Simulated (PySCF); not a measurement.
B3LYP on S (sulfur, neutral), [Ne] 3s2 3p3 3d1, high-spin 5D determinant (an excited configuration). Computed with PySCF 2.14 in x2c-QZVPPall with one added diffuse shell each of s, p, d, f type (10s7p5d3f1g, 86 functions), with the spin-free X2C one-electron Hamiltonian (Gaussian nucleus).

```
cycle= 1 E= -398.91147698278  delta_E= -0.00864  |g|= 0.013  |ddm|= 0.103
cycle= 2 E= -398.911546267451  delta_E= -6.93e-05  |g|= 0.00727  |ddm|= 0.0298
cycle= 3 E= -398.911570038476  delta_E= -2.38e-05  |g|= 0.00117  |ddm|= 0.00899
cycle= 4 E= -398.911570156422  delta_E= -1.18e-07  |g|= 0.000152  |ddm|= 0.000485
cycle= 5 E= -398.911570172285  delta_E= -1.59e-08  |g|= 1.04e-05  |ddm|= 0.000286
cycle= 6 E= -398.911570172381  delta_E= -9.6e-11  |g|= 9.75e-07  |ddm|= 2.23e-05
converged SCF energy = -398.911570172381  <S^2> = 6.0005824  2S+1 = 5.0002329
```

Highest occupied orbital energy: 0.460 eV; ⟨L²⟩ = 6.01; populations by l: s 6.00, p 9.00, d 1.00, f 0.00.

Task: Can this result be used?

Result: Not for this state. Self-consistency was reached. The outer electron is Rydberg-like, and this basis confines it to a smaller radius and binds it less than a complete one would. At B3LYP the highest occupied level has a positive energy, so only the finite basis holds that electron; for this excited configuration the basis is too tight for the outer shell.
